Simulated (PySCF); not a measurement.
# How methods differ on the ionisation energy of N²⁺

N²⁺ [He] 2s2 2p1 (2P) → N³⁺ [He] 2s2 (1S), as a difference of total energies. Computed with PySCF 2.14 in def2-QZVPPD (8s4p4d2f1g, 63 functions), with no relativity, point nucleus. Correlated levels: valence: 1s2 frozen. The calculations carry no spin-orbit coupling.

| method | ionisation energy (eV) |
| --- | --- |
| UHF | 47.301 |
| MP2 (valence) | 47.529 |
| SCS-MP2 (valence) | 47.482 |
| CCSD (valence) | 47.275 |
| CCSD(T) (valence) | 47.307 |

A first-order spin-orbit estimate (lowest level to lowest level, LS coupling) adds 0.015 eV.

Errors of the correlated levels include the incompleteness of this basis and the frozen core.

The coupled-cluster amplitudes are large for N³⁺ (T1 above 0.03 or a double amplitude above 0.15), so a single reference is strained.

Problem. Which method comes closest to the reference value, and which is furthest?

Solution. The reference is 47.445 eV (semi-empirical (NIST evaluation); NIST Atomic Spectra Database, ionization energies). Closest: SCS-MP2 (valence) (error 0.052 eV); furthest: CCSD (valence) (error -0.155 eV), both after the spin-orbit estimate.
